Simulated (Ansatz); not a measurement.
Basis-set extrapolation for `[SiH3][CH2][AlH][SiH3]` (PBE0-D4/def2-TZVP geometry, frozen core, Ansatz 0.2.0). Multiplicity 1, RHF reference.

```
                      def2-TZVPP   def2-QZVPP
                 HF  -862.924658  -862.951688
    MP2 correlation    -0.514931    -0.550083
CCSD(T) correlation    -0.607210      not run
```

Energies in hartree. Use E(X) = E(∞) + A·exp(−7.88·√X) for Hartree–Fock and E(X) = E(∞) + B·X^(−2.97) for correlation, with X = 3 and 4, and add CCSD(T) minus MP2 of the smaller set to the MP2 limit.

Q: What is the CCSD(T) energy at the basis-set limit?

A: HF limit: -862.951688 + (-0.027030) × 0.13774 = -862.95541. MP2 limit: -0.550083 + (-0.035152) × 0.74074 = -0.57612. Higher-order term: -0.607210 − (-0.514931) = -0.09228. Total: -863.62381 hartree, 57.7 kcal/mol below CCSD(T)/def2-TZVPP.
